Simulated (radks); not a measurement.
Values are calculated unless marked as measured or tabulated.
Pm29+, configuration [Ar] 3d8 4s2 4p2 4f2 (not the ground configuration).

Level of theory: scalar-relativistic Kohn-Sham, HCTH/407, spin-unpolarised, spherical densities, point nucleus (a radial shooting solver on a logarithmic mesh with Libxc functionals).

Energy parts (Ry):
total: -19008.7625
kinetic: 20339.9078
electron-nucleus: -43550.1088
Hartree: 4582.1305
exchange-correlation: -380.6920

Orbitals (lengths in bohr, moments of r in powers of bohr):
orbital  occ.  eigenvalue (Ry)      <r>
1s          2        -3393.924  0.02319
2s          2        -622.4958  0.09870
2p          6        -565.5143  0.08682
3s          2        -193.9845   0.2544
3p          6        -176.0738   0.2511
3d          8        -152.6178   0.2264
4s          2        -87.35177   0.5212
4p          2        -80.63404   0.5327
4f          2        -62.24202   0.5027

The highest occupied level is 4f at -846.85 eV. Summed over all electrons, <r^2> = 2.965 bohr^2, which gives a Langevin (diamagnetic) susceptibility term of -2.35 x 10^-6 cm^3/mol. The density falls to 0.001 e/bohr^3 at r = 1.30 bohr.
